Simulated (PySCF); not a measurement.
NMR data sheet: C2H6BN

- Formula: C2H6BN
- SMILES: BN1CC1
- Point group of the computed structure: C2v
- Carbon signals: 1
- Proton signals: 2

Molfile (atoms numbered from 1):
```
C2H6BN
     RDKit          3D

 10 10  0  0  0  0  0  0  0  0999 V2000
    1.4663    0.7738   -0.6971 B   0  0  0  0  0  0  0  0  0  0  0  0
    0.2609    0.2083   -0.3312 N   0  0  0  0  0  0  0  0  0  0  0  0
   -1.1389    0.3600   -0.1597 C   0  0  0  0  0  0  0  0  0  0  0  0
   -0.4395   -0.9316    0.1402 C   0  0  0  0  0  0  0  0  0  0  0  0
    2.4676    0.0973   -0.6387 H   0  0  0  0  0  0  0  0  0  0  0  0
    1.4791    1.9266   -1.0636 H   0  0  0  0  0  0  0  0  0  0  0  0
   -1.4822    0.9804    0.6769 H   0  0  0  0  0  0  0  0  0  0  0  0
   -1.7553    0.4288   -1.0641 H   0  0  0  0  0  0  0  0  0  0  0  0
   -0.2907   -1.2197    1.1879 H   0  0  0  0  0  0  0  0  0  0  0  0
   -0.5634   -1.7722   -0.5530 H   0  0  0  0  0  0  0  0  0  0  0  0
  1  2  1  0
  2  3  1  0
  3  4  1  0
  4  2  1  0
  1  5  1  0
  1  6  1  0
  3  7  1  0
  3  8  1  0
  4  9  1  0
  4 10  1  0
M  END
```

PySCF 2.14 calculation with couplings computed with B3LYP/pcJ-1 (spin–dipole term only in couplings to heteroatoms), PBE0-D3(BJ)/def2-SVP geometry and shieldings: GIAO HF/pcSseg-2; in vacuum, one computed conformer, fast rotation and ring inversion assumed for equivalent nuclei, non-relativistic.

Scale: 1H, 13C against TMS; BF3·OEt2 for 11B; 15N vs NH3 (reference shieldings calculated alike).

| carbon | δC, type | δH (multiplicity, J in Hz) | HMBC from (abs. J ≥ 3 Hz) | span of the C tensor (ppm) |
| --- | --- | --- | --- | --- |
| C3/C4 | 18.3, CH2 | 1.96 (t, 1.4) | H5/H6 | 79 |

Other nuclei:
| atoms | nucleus | environment | δ (ppm) | σ (ppm) |
| --- | --- | --- | --- | --- |
| H5/H6 | 1H | hydrogen on a boron bonded to N | 4.84 | 26.85 |
| B1 | 11B | boron bonded to N, 2 H | 38.6 | 75.9 |
| N2 | 15N | nitrogen bonded to 2 C, B, in a 3-membered ring | 81.8 | 178.9 |

Selected couplings (Hz, signed; the shortest-range and largest first, 30 at most; isotopes 13C, 1H, 11B, 15N): 1J(C3,H7) 178.1, 1J(B1,H5) 145.9, 1J(B1,N2) -38.1, 2J(N2,H5) -3.0, 4J(H5,H7) -1.4.

- δC 18.3: aziridine ring carbon.
- δH 4.84: hydrogen on a boron bonded to N.
- δH 1.96: hydrogen on an aziridine ring carbon.

Hydrogens on boron are broadened and split by 11B (spin 3/2, 80 %) and 10B (spin 3). Splittings below 1 Hz are ignored in the labels, and close J values are merged. Shifts are as computed, not scaled to solution data. Of 1211 compounds with measured shifts, 218 miss one by over three times the rms of a fit or turn the order of signals round; such compounds aren't used in these exercises. Experimental scales use liquid or dissolved standards, which lie at an offset from isolated NH3 (liquid NH3: subtract about 20 ppm).
